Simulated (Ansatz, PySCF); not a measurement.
This PySCF input computes a PBE/def2-TZVPD energy:

```python
from pyscf import gto, scf, dft

mol = gto.M(
    atom='''
    Si   -0.16123536   -0.55833638    0.02615938
    Br   -0.09425713    0.49946905   -1.87339119
    Br    0.07407028    0.62467080    1.83636823
    N     1.50778512   -1.48488530   -0.01830073
    N    -1.34415379   -1.73240864    0.11945748
    H     1.55734346   -2.11084823   -0.82563641
    H     1.63208197   -2.05525780    0.82152187
    H    -1.87419372   -2.02753028   -0.68800193
    H    -1.79807509   -1.97091332    0.98957287
    H     2.30125873   -0.84257825   -0.07598138
    ''',
    basis='def2-tzvpd',
    charge=1,
    spin=0,
    verbose=4,
)

mf = dft.RKS(mol, xc='pbe').density_fit(auxbasis='def2-universal-jkfit')
mf.grids.level = 3
mf.conv_tol = 1e-9
mf.max_cycle = 100
mf.max_memory = 1500
mf.kernel()
if not mf.converged:
    mf = mf.newton()
    mf.kernel(mf.make_rdm1())
mf.analyze()
```

Question: Write an input for the same energy in Ansatz (a program for electronic structure) and say what it gives.

Answer: 
Ansatz 0.2 input:
```yaml
crystal:
  periodic: [false, false, false]
  atoms:
    - {symbol: Si, position_ang: [-0.16123536, -0.55833638, 0.02615938]}
    - {symbol: Br, position_ang: [-0.09425713, 0.49946905, -1.87339119]}
    - {symbol: Br, position_ang: [0.07407028, 0.62467080, 1.83636823]}
    - {symbol: N, position_ang: [1.50778512, -1.48488530, -0.01830073]}
    - {symbol: N, position_ang: [-1.34415379, -1.73240864, 0.11945748]}
    - {symbol: H, position_ang: [1.55734346, -2.11084823, -0.82563641]}
    - {symbol: H, position_ang: [1.63208197, -2.05525780, 0.82152187]}
    - {symbol: H, position_ang: [-1.87419372, -2.02753028, -0.68800193]}
    - {symbol: H, position_ang: [-1.79807509, -1.97091332, 0.98957287]}
    - {symbol: H, position_ang: [2.30125873, -0.84257825, -0.07598138]}
basis:
  gaussian:
    orbitals: def2-TZVPD
hamiltonian:
  xc: {name: PBE}
total_charge: 1
output: {forces: true}
```
It gives -5549.23940 Eh, and PySCF -5549.23952 Eh, a difference of 0.12 mEh, from the treatment of integrals and grids.

It need not be the lowest isomer of its formula.
